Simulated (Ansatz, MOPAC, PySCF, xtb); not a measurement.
The molecule CuBr, closed-shell singlet (the spin of the measured ground state). No spin–orbit coupling. Cu is treated without relativity. Br is treated without relativity.

Seven points along R, fitted to fifth degree in 1/R; most abundant isotopes. Runs in def2 and cc sets follow the lowest solution found near the PBE0 minimum. The singlet is held restricted. HF and MP2 rows in def2 and cc sets belong to the determinant that coupled cluster picked by its CCSD energy.

Programs: Ansatz (a program for electronic structure); MOPAC for PM6, PM7 (differences of heats of formation); PySCF for 3-21G rows, LANL2DZ rows; xtb for the GFN methods. 

```json
[
 {"level": "PM6", "r_e (Å)": "2.134", "ω_e (cm⁻¹)": "338", "B_e (cm⁻¹)": "0.106", "ω_e x_e (cm⁻¹)": "0.71", "D_e (eV)": "-", "dipole (D)": "-"},
 {"level": "PM7", "r_e (Å)": "2.301", "ω_e (cm⁻¹)": "378", "B_e (cm⁻¹)": "0.0910", "ω_e x_e (cm⁻¹)": "1.1", "D_e (eV)": "-", "dipole (D)": "-"},
 {"level": "GFN1-xTB", "r_e (Å)": "2.194", "ω_e (cm⁻¹)": "385", "B_e (cm⁻¹)": "0.100", "ω_e x_e (cm⁻¹)": "1.5", "D_e (eV)": "-", "dipole (D)": "-"},
 {"level": "GFN2-xTB", "r_e (Å)": "2.174", "ω_e (cm⁻¹)": "274", "B_e (cm⁻¹)": "0.102", "ω_e x_e (cm⁻¹)": "1.0", "D_e (eV)": "-", "dipole (D)": "-"},
 {"level": "HF/3-21G", "r_e (Å)": "2.239", "ω_e (cm⁻¹)": "301", "B_e (cm⁻¹)": "0.0960", "ω_e x_e (cm⁻¹)": "0.49", "D_e (eV)": "-", "dipole (D)": "6.82"},
 {"level": "HF/def2-TZVPP", "r_e (Å)": "2.309", "ω_e (cm⁻¹)": "267", "B_e (cm⁻¹)": "0.0903", "ω_e x_e (cm⁻¹)": "0.72", "D_e (eV)": "-", "dipole (D)": "-"},
 {"level": "HF/def2-QZVPP", "r_e (Å)": "2.307", "ω_e (cm⁻¹)": "266", "B_e (cm⁻¹)": "0.0905", "ω_e x_e (cm⁻¹)": "0.74", "D_e (eV)": "-", "dipole (D)": "-"},
 {"level": "SVWN5/def2-TZVPP", "r_e (Å)": "2.146", "ω_e (cm⁻¹)": "328", "B_e (cm⁻¹)": "0.105", "ω_e x_e (cm⁻¹)": "0.98", "D_e (eV)": "4.02", "dipole (D)": "3.95"},
 {"level": "PBE/def2-TZVPP", "r_e (Å)": "2.201", "ω_e (cm⁻¹)": "302", "B_e (cm⁻¹)": "0.0994", "ω_e x_e (cm⁻¹)": "0.95", "D_e (eV)": "3.40", "dipole (D)": "4.18"},
 {"level": "BP86/LANL2DZ", "r_e (Å)": "2.272", "ω_e (cm⁻¹)": "293", "B_e (cm⁻¹)": "0.0933", "ω_e x_e (cm⁻¹)": "1.0", "D_e (eV)": "-", "dipole (D)": "4.76"},
 {"level": "r2SCAN/def2-TZVPP", "r_e (Å)": "2.184", "ω_e (cm⁻¹)": "310", "B_e (cm⁻¹)": "0.101", "ω_e x_e (cm⁻¹)": "0.91", "D_e (eV)": "3.49", "dipole (D)": "4.58"},
 {"level": "B97M-V/def2-TZVPP", "r_e (Å)": "2.196", "ω_e (cm⁻¹)": "306", "B_e (cm⁻¹)": "0.0998", "ω_e x_e (cm⁻¹)": "0.94", "D_e (eV)": "3.33", "dipole (D)": "4.49"},
 {"level": "B3LYP/LANL2DZ", "r_e (Å)": "2.285", "ω_e (cm⁻¹)": "288", "B_e (cm⁻¹)": "0.0922", "ω_e x_e (cm⁻¹)": "0.97", "D_e (eV)": "-", "dipole (D)": "5.19"},
 {"level": "B3LYP/def2-TZVPP", "r_e (Å)": "2.225", "ω_e (cm⁻¹)": "292", "B_e (cm⁻¹)": "0.0973", "ω_e x_e (cm⁻¹)": "0.88", "D_e (eV)": "3.17", "dipole (D)": "4.74"},
 {"level": "PBE0/def2-TZVPP", "r_e (Å)": "2.207", "ω_e (cm⁻¹)": "301", "B_e (cm⁻¹)": "0.0989", "ω_e x_e (cm⁻¹)": "0.88", "D_e (eV)": "3.34", "dipole (D)": "4.98"},
 {"level": "BHLYP/def2-TZVPP", "r_e (Å)": "2.238", "ω_e (cm⁻¹)": "291", "B_e (cm⁻¹)": "0.0962", "ω_e x_e (cm⁻¹)": "0.80", "D_e (eV)": "3.12", "dipole (D)": "5.57"},
 {"level": "CAM-B3LYP/def2-TZVPP", "r_e (Å)": "2.208", "ω_e (cm⁻¹)": "304", "B_e (cm⁻¹)": "0.0988", "ω_e x_e (cm⁻¹)": "0.84", "D_e (eV)": "3.25", "dipole (D)": "5.05"},
 {"level": "wB97X-V/def2-TZVPP", "r_e (Å)": "2.209", "ω_e (cm⁻¹)": "305", "B_e (cm⁻¹)": "0.0986", "ω_e x_e (cm⁻¹)": "0.82", "D_e (eV)": "3.48", "dipole (D)": "5.36"},
 {"level": "wB97M-V/def2-TZVPP", "r_e (Å)": "2.212", "ω_e (cm⁻¹)": "303", "B_e (cm⁻¹)": "0.0984", "ω_e x_e (cm⁻¹)": "0.84", "D_e (eV)": "3.47", "dipole (D)": "5.24"},
 {"level": "B2PLYP/def2-TZVPP", "r_e (Å)": "2.209", "ω_e (cm⁻¹)": "302", "B_e (cm⁻¹)": "0.0987", "ω_e x_e (cm⁻¹)": "0.86", "D_e (eV)": "-", "dipole (D)": "-"},
 {"level": "MP2/def2-TZVPP", "r_e (Å)": "2.182", "ω_e (cm⁻¹)": "313", "B_e (cm⁻¹)": "0.101", "ω_e x_e (cm⁻¹)": "0.81", "D_e (eV)": "-", "dipole (D)": "-"},
 {"level": "MP2/def2-QZVPP", "r_e (Å)": "2.150", "ω_e (cm⁻¹)": "323", "B_e (cm⁻¹)": "0.104", "ω_e x_e (cm⁻¹)": "0.97", "D_e (eV)": "-", "dipole (D)": "-"},
 {"level": "MP2/CBS(def2-TZVPP, def2-QZVPP)", "r_e (Å)": "2.129", "ω_e (cm⁻¹)": "333", "B_e (cm⁻¹)": "0.106", "ω_e x_e (cm⁻¹)": "1.1", "D_e (eV)": "-", "dipole (D)": "-"},
 {"level": "SCS-MP2/def2-TZVPP", "r_e (Å)": "2.208", "ω_e (cm⁻¹)": "302", "B_e (cm⁻¹)": "0.0987", "ω_e x_e (cm⁻¹)": "0.79", "D_e (eV)": "-", "dipole (D)": "-"},
 {"level": "SCS-MP2/def2-QZVPP", "r_e (Å)": "2.180", "ω_e (cm⁻¹)": "308", "B_e (cm⁻¹)": "0.101", "ω_e x_e (cm⁻¹)": "0.88", "D_e (eV)": "-", "dipole (D)": "-"},
 {"level": "CCSD/def2-TZVPP", "r_e (Å)": "2.232", "ω_e (cm⁻¹)": "293", "B_e (cm⁻¹)": "0.0966", "ω_e x_e (cm⁻¹)": "0.76", "D_e (eV)": "3.26", "dipole (D)": "-"},
 {"level": "CCSD/def2-QZVPP", "r_e (Å)": "2.205", "ω_e (cm⁻¹)": "298", "B_e (cm⁻¹)": "0.0990", "ω_e x_e (cm⁻¹)": "0.82", "D_e (eV)": "3.40", "dipole (D)": "-"},
 {"level": "CCSD(T)/def2-TZVPP", "r_e (Å)": "2.221", "ω_e (cm⁻¹)": "296", "B_e (cm⁻¹)": "0.0976", "ω_e x_e (cm⁻¹)": "0.77", "D_e (eV)": "3.35", "dipole (D)": "-"},
 {"level": "CCSD(T)/def2-QZVPP", "r_e (Å)": "2.193", "ω_e (cm⁻¹)": "303", "B_e (cm⁻¹)": "0.100", "ω_e x_e (cm⁻¹)": "0.85", "D_e (eV)": "3.49", "dipole (D)": "-"},
 {"level": "CCSD(T)/CBS(def2-TZVPP, def2-QZVPP)", "r_e (Å)": "2.175", "ω_e (cm⁻¹)": "310", "B_e (cm⁻¹)": "0.102", "ω_e x_e (cm⁻¹)": "0.93", "D_e (eV)": "3.59", "dipole (D)": "-"}
]
```

D_e counts from each atom's lowest state at the same level, without counterpoise or zero-point energy.

Correlated levels freeze the inner cores; with def2 sets outer-core shells near the valence are correlated too. CBS: X⁻³ extrapolation of the correlation energy, Hartree–Fock from the larger set. Rows in 3-21G, LANL2DZ carry no dispersion term and start afresh at each structure; the Pople sets are all-electron and without relativity. LANL2DZ brings its own core potentials from Na on. The state reached by PM6, PM7 isn't checked; PM7 holds dispersion and hydrogen-bond terms.

Measured for the ground state: r_e 2.1734 Å [microwave values compiled in ACS Omega 2, 8373 (2017)]. ω_e 314.8 cm-1, ω_e x_e 0.96 cm-1, B_e 0.10193 cm-1, α_e 0.00045214 cm-1 [Huber and Herzberg (1979), NIST Chemistry WebBook]. D_0 3.392 ± 0.26 eV (a handbook's tabulated 298 K bond energy less 3RT/2; such tables hold older values) [Luo, bond dissociation energies, CRC Handbook].
